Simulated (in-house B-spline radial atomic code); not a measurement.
A fraction x of an electron is removed from 2s in F VI (F5+), starting from [He] 2s2 and keeping the highest spin. Method: non-relativistic TPSS, spin-polarised, spherical fractional occupations, point nucleus. Calculated with a radial B-spline atomic code at the basis-set limit.

```
   x  E(x) - E(0) (eV)  2s down level (eV)
   0            0.0000            -144.525
 0.1           14.5693            -146.856
0.16           23.4222            -148.239
 0.3           44.3986            -151.408
0.38           56.5820            -153.172
 0.5           75.1174            -155.732
0.53           79.7987            -156.353
 0.7          106.6667            -159.691
0.81          124.3474            -161.806
0.95          147.2542            -165.963
   1          155.5656                   -
```

The exact functional would give a straight line between the two integer points. Deviations E(x) - E(0) - x[E(1) - E(0)], in eV: -0.987 at x = 0.1, -1.468 at x = 0.16, -2.271 at x = 0.3, -2.533 at x = 0.38, -2.665 at x = 0.5, -2.651 at x = 0.53, -2.229 at x = 0.7, -1.661 at x = 0.81, -0.533 at x = 0.95.

The curve lies below the straight line by up to 2.665 eV (at x = 0.5): convex, the delocalisation error that favours fractional charges.

Question: How well does Slater's transition state (minus the level at half occupation) give the ionisation energy?

Answer: It gives 155.732 eV against 155.566 eV from the two total energies; NIST lists 157.16 eV, ground level to ground level.
